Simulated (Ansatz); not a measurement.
Total energies of CH2AlFSe.

Cartesian coordinates in Å:
```
F -0.4303 -1.5068 -1.7004
C 0.0200 -0.6425 -0.8350
Al -0.2666 0.4769 0.7568
Se 1.6825 0.0087 -0.9013
H -0.0584 -0.2192 2.1598
H -0.9472 1.8830 0.5201
```

Total charge 0; spin multiplicity 1. Correlated methods include outer-core shells of Se, which these sets cover unevenly. Scalar relativity is left out up to krypton. The bonds changed during the relaxation, so this is another structure than the one it started from. The structure was optimised at the PBE0-D4/def2-TZVP level. Basis def2-TZVPP, Ansatz.

RPA on PBE orbitals: Hartree–Fock energy of these orbitals -2780.18765 Eh, correlation -1.18623 Eh (frozen core).

| functional | energy without D4 (Eh) | D4 term (kJ/mol) |
| --- | --- | --- |
| PBE | -2782.52400 | -13.3 |
| PBE-QIDH | -2782.19084 | – |

Question: Give the same for LDA (SPW92), revPBE, BLYP, r2SCAN, B97M-V, PBE0, B3LYP, r2SCANh, r2SCAN0, HSE06 (plane-wave form), BHLYP, CAM-B3LYP, LC-ωPBE, ωB97X-V, ωB97M-V, B2PLYP. (An estimate is asked.)

Answer: Computed: 
```tsv
functional	energy without D4 (Eh)	D4 term (kJ/mol)
LDA (SPW92)	-2777.69764	–
revPBE	-2782.87021	-35.2
BLYP	-2783.18513	-28.9
r2SCAN	-2783.06082	-2.9
B97M-V	-2782.63476	–
PBE0	-2782.61823	-11.2
B3LYP	-2783.21992	-21.9
r2SCANh	-2783.04568	-3.2
r2SCAN0	-2783.02441	-3.5
HSE06 (plane-wave form)	-2782.60945	-10.6
BHLYP	-2783.08231	-19.2
CAM-B3LYP	-2783.24134	-11.6
LC-ωPBE	-2782.65495	–
ωB97X-V	-2782.85023	–
ωB97M-V	-2782.96898	–
B2PLYP	-2782.57966	–
```

B3LYP takes the VWN-RPA correlation (the form of Gaussian; ORCA's B3LYP/G). HSE06 is the plane-wave form, built on full-range PBE exchange. The double hybrids freeze the cores in their second-order part.

LC-ωPBE has ω = 0.4 bohr⁻¹.
